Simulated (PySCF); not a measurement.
Structure from NMR data

An unknown has the formula C₇H₄F₄. Its calculated NMR data are:

$^{1}$H NMR (500 MHz, computed): δ 8.08 (m, 2H), 7.49 (m, 2H).

$^{13}$C{$^{1}$H} NMR (computed): δ 174.7 (C), 134.7 (CH), 133.3 (C), 133.2 (C), 121.8 (CH).

- NMR shieldings at PBE0/pcSseg-1/GIAO
- GFN2-xTB structure
- code: PySCF 2.14.0 with density-fitted response routines
- one computed conformer, averaged over atoms made equivalent by symmetry, fast rotation or ring inversion, non-relativistic, no solvent

Shifts are taken against calculated references (same method and geometry level): $^{1}$H (σ = 31.72 ppm), $^{13}$C (σ = 186.93 ppm) vs TMS.

Task: Which candidate is it?
A. Fc1ccc(C(F)(F)F)cc1
B. Fc1ccccc1C(F)(F)F
C. FCCC#CC#CC(F)(F)F

Result: A. 

Rings plus π bonds: 4 (1 ring in the answer). 5 carbon signals for 7 carbons: some carbons are equivalent by symmetry or fast rotation. Carbon types of the structure: 3 × C, 4 × CH, which accounts for all hydrogens. δC 174.7: aromatic carbon bearing fluorine; σ withdrawal by the attached heteroatom moves it downfield of the ring CH carbons. δC 134.7, 121.8: aromatic CH. δC 133.3: CF3 carbon; 3 electronegative neighbours deshield it. δC 133.2: substituted aromatic carbon. δH 8.08, 7.49: hydrogen on an aromatic CH; ring-current deshielding.

The others: Fc1ccccc1C(F)(F)F would give 7 carbon signals, not 5; FCCC#CC#CC(F)(F)F would give 7 carbon signals, not 5.

Splittings by $^{19}$F in the carbon and heteronuclear signals aren't shown, as no couplings were computed. Shifts are as computed. Against solution values, carbons near 30 ppm lie about +3 ppm off and those near 130 ppm about +5 ppm. Of 1211 compounds with measured shifts, 218 miss one by over three times the rms of a fit or turn the order of signals round; such compounds aren't used in these exercises. Multiplicities follow the n + 1 count of equivalent neighbours, as no J values were calculated; m marks all less simple cases, F and P coupling included.
